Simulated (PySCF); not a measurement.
## Computed properties of C₄H₄F₂, SMILES FC(=CC=C)F

1,1-difluorobuta-1,3-diene (C4H4F2), SMILES C=CC=C(F)F. Coordinates come from a PBE0-D3(BJ)/def2-SVP optimisation. Other conformers were not sampled. All values are computed for the isolated molecule unless a solvent is named; none is compared with measurement here.

**Structure.** The optimised structure has Cs symmetry. All 24 harmonic modes at PBE0-D3(BJ)/def2-SVP (PySCF) are real, so it is a minimum. With heavy atoms numbered as in [CH2:1]=[CH:2][CH:3]=[C:4]([F:5])[F:6], the shortest bond between them is C4–F5 at 1.309 Å and the longest C2–C3 at 1.450 Å.

**Vibrations.** The strongest infrared lines (harmonic, unscaled, degenerate partners summed) lie at 1822 cm⁻¹ (403 km/mol, C 95 %), 1400 cm⁻¹ (150 km/mol, C 57 %, H 28 %, F 15 %), 1015 cm⁻¹ (74 km/mol, H 47 %, C 28 %, F 25 %). The softest mode is at 139 cm⁻¹ and the zero-point energy is 44.5 kcal/mol.

**Electronic structure.** B3LYP/def2-TZVP (PySCF) places the frontier levels at -6.52 and -0.99 eV, a gap of 5.53 eV, and gives a dipole moment of 0.89 D and a mean polarisability of 53.9 bohr³. PBE/def2-TZVP (PySCF) at the same geometry gives -5.63 and -1.66 eV, so its gap is 1.56 eV narrower. An orbital gap is neither the optical nor the fundamental gap.

**Excitations.** TDDFT-M06-2X/def2-SVPD (PySCF) has S1 at 6.02 eV (206 nm, f = 0.683, bright); the most intense of the 10 singlets computed lies at 6.02 eV (f = 0.68). T1 (TDA) is at 3.53 eV. TDDFT-PBE/def2-SVPD (PySCF) puts S1 at 5.58 eV. No vertical singlet excitation falls in the visible range (under 3.1 eV).

**NMR.** GIAO shifts at KT2/pcSseg-1 (PySCF) (non-relativistic, atoms alike by connectivity averaged): ¹³C from 82.8 to 162.2 ppm against TMS; ¹H from 4.9 to 6.5 ppm against TMS; ¹⁹F at -117.8 ppm against CFCl3.

**Solvation.** SMD-PBE0/def2-SVP (PySCF) gives 2.1 kcal/mol in water, -1.9 kcal/mol in acetone, -1.8 kcal/mol in diethylether (1 M in both phases, gas-phase geometry).
